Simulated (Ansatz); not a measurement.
Computed with Ansatz.

A structure relaxed at PBE0-D4/def2-TZVP, charge 0, multiplicity 1:

```tsv
atom	x (Å)	y (Å)	z (Å)
O1	-0.524	-0.182	-1.658
W2	0.045	0.020	-0.077
O3	1.600	0.675	-0.199
Cl4	-1.287	1.481	1.005
Cl5	0.166	-1.993	0.928
```

**Question.** Give its formula and SMILES.

**Answer.** Cl2O2W, `[O]=[W](=[O])([Cl])[Cl]`.

**Question.** Point group (tolerance 0.08 Å, 0.16 Å for H)?

**Answer.** C2v.

**Question.** Summarise the bond lengths by kind.

**Answer.** 2 × O–W 1.692 Å; 2 × Cl–W 2.254 Å.
